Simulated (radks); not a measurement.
Spherical quantum dot in the effective-mass picture: electrons in a hard-walled sphere of radius 8.34, with a point charge +1 (a donor) at the centre, all in effective atomic units (hartree* = m*/eps^2 hartree, bohr* = eps/m* bohr), one dielectric constant everywhere. Method: non-relativistic Kohn-Sham, LDA (Slater exchange, Perdew-Wang correlation), spin-polarised, spherical densities; computed with a radial shooting solver with Libxc functionals. Levels are named by radial order and angular momentum (1s, 1p, 1d, 2s, ...), and open shells are averaged over m.

N = 12, configuration 1s2 1p6 1d(up 3, down 0) 2s(up 1, down 0). This is the lowest configuration that the search found. Occupied and some empty levels:

| level | occupation | eigenvalue (hartree*) | <r> (bohr*) |
|---|---|---|---|
| 1s up | 1 | 1.6204 | 4.452 |
| 1s down | 1 | 1.6534 | 5.435 |
| 1p up | 3 | 1.6726 | 5.903 |
| 1p down | 3 | 1.6941 | 5.896 |
| 2s up | 1 | 1.6987 | 3.142 |
| 1d up | 3 | 1.7358 | 6.073 |
| 1d down | 0 | 1.7574 | 6.067 |
| 2s down | 0 | 1.7997 | 2.583 |
| 1f up | 0 | 1.8228 | 6.212 |
| 1f down | 0 | 1.8447 | 6.210 |
| 1g up | 0 | 1.9321 | 6.333 |
| 1g down | 0 | 1.9541 | 6.333 |
| 2p up | 0 | 2.0175 | 4.115 |
| 2p down | 0 | 2.0424 | 4.226 |

Energy (hartree*): total 9.29078, kinetic 2.7434, external -2.9176, Hartree 11.653, exchange-correlation -2.1875.
